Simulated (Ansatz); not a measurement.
One change: `C=C[SiH2]N` becomes `C=C[SiH2][GeH3]`.

Ansatz, PBE0-D4/def2-TZVP geometries, multiplicity 1. Each molecule was computed in one conformer, which needn't be the lowest.

Scalar relativity is left out up to krypton.

```json
{"property": "HOMO–LUMO gap (B3LYP/def2-TZVPP) / eV", "`C=C[SiH2]N`": "6.67"}
{"property": "HOMO energy (PBE0/def2-TZVPP) / eV", "`C=C[SiH2]N`": "-7.36"}
{"property": "LUMO energy (PBE0/def2-TZVPP) / eV", "`C=C[SiH2]N`": "-0.23"}
{"property": "size of the dipole moment (ωB97M-V/def2-TZVPP) / D", "`C=C[SiH2]N`": "1.43"}
{"property": "size of the dipole moment (B3LYP/def2-TZVPP) / D", "`C=C[SiH2]N`": "1.38"}
{"property": "LUMO energy (ωB97M-V/def2-TZVPP) / eV", "`C=C[SiH2]N`": "1.87"}
```

**Question.** Give the same properties after the change, and the shifts. (An estimate is asked.)

**Answer.** The calculation gave: 
```json
{"property": "HOMO–LUMO gap (B3LYP/def2-TZVPP) / eV", "`C=C[SiH2][GeH3]`": "6.52", "shift": "-0.15"}
{"property": "HOMO energy (PBE0/def2-TZVPP) / eV", "`C=C[SiH2][GeH3]`": "-7.60", "shift": "-0.24"}
{"property": "LUMO energy (PBE0/def2-TZVPP) / eV", "`C=C[SiH2][GeH3]`": "-0.66", "shift": "-0.43"}
{"property": "size of the dipole moment (ωB97M-V/def2-TZVPP) / D", "`C=C[SiH2][GeH3]`": "0.94", "shift": "-0.49"}
{"property": "size of the dipole moment (B3LYP/def2-TZVPP) / D", "`C=C[SiH2][GeH3]`": "0.91", "shift": "-0.47"}
{"property": "LUMO energy (ωB97M-V/def2-TZVPP) / eV", "`C=C[SiH2][GeH3]`": "1.36", "shift": "-0.51"}
```

With PBE0 the HOMO falls by 0.24 eV and the LUMO falls by 0.43 eV, so the gap narrows by about 0.19 eV. PBE moves the HOMO by -0.61 eV and ωB97M-V by 0.06 eV. Dipoles are sizes alone; their direction can turn.

B3LYP here is the variant with VWN-RPA as its local correlation; programs differ in this.
